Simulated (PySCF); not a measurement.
Point-charge models of `C(CC#N)C(C)=O` against its computed dipole.

Coordinates (GFN2-xTB, Å) and charges (e) from the PBE0/pcSseg-1 density (PySCF):

```csv
atom,x,y,z,Mulliken,IAO,Hirshfeld,ESP-fitted
C1,-2.195,0.445,0.232,-0.2415,-0.4809,-0.1206,-0.6725
C2,-1.019,-0.427,-0.122,+0.1400,+0.3981,+0.1803,+0.7097
O3,-1.120,-1.596,-0.390,-0.3512,-0.4061,-0.2206,-0.5187
C4,0.316,0.296,-0.115,-0.2846,-0.3076,-0.0651,-0.1147
C5,1.464,-0.651,-0.479,-0.1843,-0.2959,-0.0433,-0.2123
C6,2.726,0.039,-0.471,+0.0530,+0.1407,+0.0843,+0.3761
N7,3.720,0.605,-0.460,-0.2449,-0.2537,-0.2355,-0.4819
H8,-2.059,0.864,1.226,+0.1398,+0.1648,+0.0586,+0.1731
H9,-3.111,-0.140,0.207,+0.1443,+0.1703,+0.0546,+0.1937
H10,-2.272,1.270,-0.472,+0.1399,+0.1649,+0.0586,+0.1738
H11,0.479,0.723,0.878,+0.1646,+0.1642,+0.0576,+0.0678
H12,0.270,1.127,-0.823,+0.1648,+0.1643,+0.0576,+0.0670
H13,1.504,-1.479,0.235,+0.1800,+0.1883,+0.0667,+0.1197
H14,1.297,-1.075,-1.473,+0.1801,+0.1885,+0.0667,+0.1191
```

Task: Compute μ = Σ q r for each scheme (1 e·Å = 4.803 D) and compare with the dipole of the full density.

Result: The full density gives (-3.61, 1.03, 0.70) D, 3.82 D in size; dipole vectors point from the negative to the positive end.

```
    scheme     μx    μy    μz  size (D)  share of the full size (%)  angle to the full dipole (°)
  Mulliken  -3.71  1.95  0.93      4.29                         112                            12
       IAO  -2.78  1.77  0.77      3.39                          89                            16
 Hirshfeld  -2.86  0.70  0.52      2.99                          78                             2
ESP-fitted  -3.60  1.04  0.70      3.81                         100                             0
```

Task: Which set comes closest?

Result: Length of the difference vector: ESP-fitted 0.02 D, Hirshfeld 0.84 D, Mulliken 0.95 D, IAO 1.11 D. Closest: ESP-fitted. 

Task: What is left for the Hirshfeld atoms' own dipoles?

Result: The Hirshfeld atoms' densities add up to the full density, so μ = Σ q r + Σ (atomic dipoles). The atomic dipoles sum to (-3.61, 1.03, 0.70) − (-2.86, 0.70, 0.52) = (-0.75, 0.33, 0.18) D, 0.84 D in size.

Task: With the origin at the mean of the coordinates, (0.000, 0.000, -0.145) Å, which are the largest single terms, by size, of the Hirshfeld dipole along the direction of the full one?

Result: N7 +3.86, C1 -1.31, C6 -1.06, H9 +0.78, C2 +0.74 D; all 14 atoms together +2.99 D. The single terms depend on the origin, their sum doesn't.

Task: Give the size of the full dipole in other units.

Result: 3.82 D = 1.504 au = 0.796 e·Å = 12.75 × 10⁻³⁰ C·m.

The structure is a single GFN2-xTB conformer in the gas phase; no vibrational or solvent corrections. GFN2-xTB frequencies show an imaginary mode (48i cm⁻¹), so this geometry is no minimum at that level.

The run behind these numbers computed NMR shieldings as well. Hardware: Intel Xeon Platinum 8488C, one thread, shared host with 192 logical CPUs at a one-minute load of 122. Cost: 23 s wall, 0.72 GiB resident at most.

Shape of the structure used: `[CH3:1][C:2](=[O:3])[CH2:4][CH2:5][C:6]#[N:7]`: C1–C2–C4–C5 180°, C2–C4–C5–C6 180°.
